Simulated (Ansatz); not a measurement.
`C#[C][SnH3]` + `CCN` → `CC[NH][SnH3]` + `C#C` at 298.15 K and 1 bar (ligand exchange at the Sn–C bond).

Gas-phase electronic energies from Ansatz, PBE0-D4/def2-TZVP geometries. CCSD(T)/CBS is the MP2 limit (def2-TZVPP, def2-QZVPP) plus CCSD(T) − MP2 in def2-TZVPP, frozen cores. This one scheme is used for every species. Elements past krypton have def2 core potentials. For Sn outer-core shells are correlated without core-valence functions, which leaves a few kJ/mol of doubt a bond. Each species was taken in one conformer, which may not be the lowest.

```tsv
species	CCSD(T)/CBS energy (Eh)	H − E (kJ/mol)	S (J/(mol·K))
`C#[C][SnH3]`	-292.44374	117.6	294.8
`CCN`	-135.01652	257.8	271.6
`CC[NH][SnH3]`	-350.22359	289.9	356.0
`C#C`	-77.22717	80.8	200.2
```

H − E and S are ideal-gas, rigid-rotor, harmonic terms from PBE0-D4/def2-TZVP, for one conformer and one mirror image of each species. 1 Eh = 2625.50 kJ/mol, R = 8.31446 J/(mol·K).

Question: By hand: ΔE, ΔH, ΔS and ΔG.

Answer: ΔE = (-350.22359) + (-77.22717) − (-292.44374) − (-135.01652) = 0.00950 Eh = 24.9 kJ/mol. Δ(H − E) = 289.9 + 80.8 − 117.6 − 257.8 = -4.7, so ΔH = 20.2 kJ/mol. ΔS = 356.0 + 200.2 − 294.8 − 271.6 = -10.2 J/(mol·K). ΔG = 20.2 − 298.15 × (-10.2)/1000 = 23.2 kJ/mol.

Question: By hand: the equilibrium constant, and the temperature at which ΔG would vanish if ΔH and ΔS stayed fixed.

Answer: log₁₀ K = −ΔG/(RT ln 10) = -4.1. ΔH and −TΔS have one sign here, so there is no such temperature.

The number of gas molecules stays the same, so ΔS is small and ΔH decides. A doubt of 5 kJ/mol in ΔE shifts log₁₀ K by 0.9 here. Other conformers and mirror images would add mixing entropy, several J/(mol·K) or more a flexible species. These are equilibria of isolated gas molecules and say nothing of rates. Largest T1 diagnostic: 0.014 (customary marks: 0.02 for closed shells, 0.045 for open ones).

ΔS is within the doubt of such terms, so its sign, and with it that verdict, could turn.
